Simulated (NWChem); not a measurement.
# Electron attachment to H$_{5}$OSi$_{2}$

```xyz
8

Si     1.4854    -0.4507     0.5522
O      0.1179    -0.0760    -0.3076
Si    -1.4639     0.4209    -0.3395
H      2.2698    -1.4663    -0.2198
H      2.3134     0.7829     0.7640
H     -1.5288     1.9058    -0.4800
H     -2.1413    -0.2159    -1.5039
H     -2.1570     0.0191     0.9221
```
Charge 0, spin multiplicity 2.

The numbers come from NWChem runs, not from measurements. The geometry was optimised at UPBE0/def2-SVP, a minimum by its harmonic frequencies. It is one conformer; others weren't searched.

Basis set: def2-SVPD. The species with one electron more has spin multiplicity 1 and keeps the geometry of the parent. Δ marks differences of total energies (open shells unrestricted). −ε marks an orbital energy of the parent. That orbital need not have the symmetry of the hole or added electron in the Δ rows. The basis adds only a small set of diffuse functions.

B3LYP has NWChem's definition, with VWN1-RPA local correlation. The structure started from a generated list of species. No SCF solution was tested for a lower state. Open-shell Hartree-Fock references start from PBE0 orbitals.

Problem. One of these methods gave a vertical electron affinity of 2.68 eV. Which?
A. ΔB3LYP
B. −ε(beta LUMO) of BP86
C. −ε(beta LUMO) of B3LYP
D. −ε(beta LUMO) of HF

Solution. C, −ε(beta LUMO) of B3LYP. The others give 3.32 (−ε(beta LUMO) of BP86), -1.32 (−ε(beta LUMO) of HF), 0.61 (ΔB3LYP).
